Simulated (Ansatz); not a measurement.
```xyz
12

C    -1.574   -0.507    1.227
S    -1.444   -0.932   -0.537
Si    0.037    0.459   -1.142
C     1.748    0.075   -0.423
F     1.729    0.183    0.967
H    -1.852    0.540    1.353
H    -2.363   -1.135    1.639
H    -0.641   -0.709    1.750
H    -0.341    1.837   -0.729
H     0.135    0.354   -2.621
H     2.065   -0.940   -0.680
H     2.501    0.774   -0.806
```

Total charge 0; spin multiplicity 1.

Q: List the B3LYP/def2-TZVPP orbital energies in eV (Ansatz 0.2.0). (An estimate is asked.)

A: Computed: Occupied: -2417.65, -1799.40, -671.38, -278.68, -277.63, -215.66, -160.23, -160.13, -160.02, -143.91, -99.25, -99.22, -99.20, -32.61, -21.30, -19.18, -17.55, -14.46, -13.61, -13.46, -12.24, -11.90, -11.72, -10.53, -9.80, -9.57, -8.83, -8.30, -6.73. Lowest empty: -0.03, 0.39, 0.70, 1.13, 1.40, 1.81, 2.26, 2.35.

B3LYP here is the variant with VWN-RPA as its local correlation; programs differ in this.
